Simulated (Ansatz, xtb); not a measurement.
**Relaxing a trial structure of ClGaHNO+**

The starting geometry of this gas-phase doublet has its atoms placed at random.

```xyz
5

Cl   -0.6282   -0.3055   -0.6126
Ga    0.8917   -1.5746   -0.0880
N    -0.5470    0.2266    1.5396
O     0.7824    1.3901    0.7943
H     0.0885    0.4097   -1.4656
```

Problem. Guess where an optimisation with r2SCAN-D4/def2-SVP ends from this start.

Solution. It falls apart into ClGaH + NO (formulas without charges). Distances that change by over a tenth: Cl1–Ga2 (2.05 → 2.77 Å). Contacts that close: N3–O4 (1.92 → 1.14 Å).

The energy falls by 8.51 eV over 39 steps:

```
step  E − E(last) (eV)
   1             8.505
   5             0.463
   9             0.085
  14             0.045
  18             0.044
  22             0.021
  26             0.008
  31             0.001
  35             0.000
  39             0.000
```

Final geometry (Å):

```xyz
5

Cl   -0.6854    0.1283   -1.4459
Ga    1.0249   -1.3574    0.1475
N     0.0914    0.5908    1.6418
O     0.6602    1.1391    2.4612
H    -0.5037   -0.3543   -2.6369
```

From the same start GFN2-xTB reaches the same bonding as this run.

From so rough a start the end depends on the optimiser's path, so another program may land elsewhere. No frequencies were run, so the end isn't proven a minimum. Open shells are spin-unrestricted. Run with Ansatz 0.2.0, 4.3 min on 1 thread of Intel(R) Xeon(R) 6975P-C (Granite Rapids) (shared host).
